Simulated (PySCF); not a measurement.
C3H6OSi, SMILES C1=C[SiH2]CO1. Geometry: PBE0-D3(BJ)/def2-SVP. The structure was generated by enumeration, and PubChem lists no compound with its InChIKey, so it may never have been made. One conformer was computed; it need not be the lowest.

Computed equilibrium geometry at PBE0-D3(BJ)/def2-SVP (PySCF confirms it by a frequency run) as a Z-matrix, and its point group (one conformer of several):
point group Cs.
```
Si
H 1 1.4967
H 1 1.4967 2 107.17
C 1 1.8466 2 116.64 3 132.86
C 4 1.3482 1 107.36 2 115.80
O 5 1.3397 4 122.88 1 0.00
H 4 1.0896 5 120.48 6 180.00
H 5 1.0956 6 111.41 4 180.00
C 6 1.4354 5 113.76 8 180.00
H 9 1.1014 6 107.81 5 -122.12
H 9 1.1014 10 107.49 6 115.98
```
Charge 0, spin multiplicity 1.
